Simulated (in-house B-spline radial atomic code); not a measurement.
**Binding energies in the scandium ion Sc³⁺**

NIST's tabulated ground configuration is [Ne] 3s2 3p6; each binding energy is the energy of the ion with one electron taken from that subshell, relaxed, less that of the parent. Level of theory: Dirac-Hartree-Fock, average of configuration, Fermi nucleus of rms radius 3.5459 fm; calculated with an all-electron radial atomic-structure program (B-spline basis). Energies include first-order Breit, QED and recoil terms.

| subshell | X-ray name | binding energy (eV) | -ε (eV) | relaxation (eV) |
| --- | --- | --- | --- | --- |
| 1s | K | 4536.6 | 4573.6 | 31.4 |
| 2s | L1 | 547.7 | 557.3 | 9.2 |
| 2p1/2 | L2 | 452.2 | 463.1 | 10.5 |
| 2p3/2 | L3 | 447.7 | 458.3 | 10.4 |
| 3s | M1 | 100.5 | 101.8 | 1.2 |
| 3p1/2 | M2 | 72.85 | 74.01 | 1.14 |
| 3p3/2 | M3 | 72.31 | 73.44 | 1.12 |

Relaxation = -ε minus the binding energy without Breit, QED and recoil terms.

Emission lines follow as differences of binding energies, with λ = 12398.42 eV·Å / E:

```
 line       holes  energy (eV)  wavelength (Å)
 K-L3  1s → 2p3/2       4088.9          3.0322
 K-L2  1s → 2p1/2       4084.4          3.0356
 K-M3  1s → 3p3/2       4464.3          2.7772
L1-M3  2s → 3p3/2        475.4          26.081
L3-M1  2p3/2 → 3s        347.2           35.71
```

**Question.** What screening constant σ does Moseley's law, E = (3/4)·13.6057 eV·(Z - σ)², need for K-L3?

**Answer.** σ = 0.98.

**Question.** What does it cost to remove both a 2p3/2 and a 3s electron?

**Answer.** 573.59 eV, which is 25.3 eV more than the two single binding energies together.

**Question.** What does it cost to remove both a 1s and a 3p1/2 electron?

**Answer.** 4635.4 eV, which is 25.97 eV more than the two single binding energies together.

**Question.** What does it cost to remove both a 1s and a 3p3/2 electron?

**Answer.** 4634.7 eV, which is 25.79 eV more than the two single binding energies together.
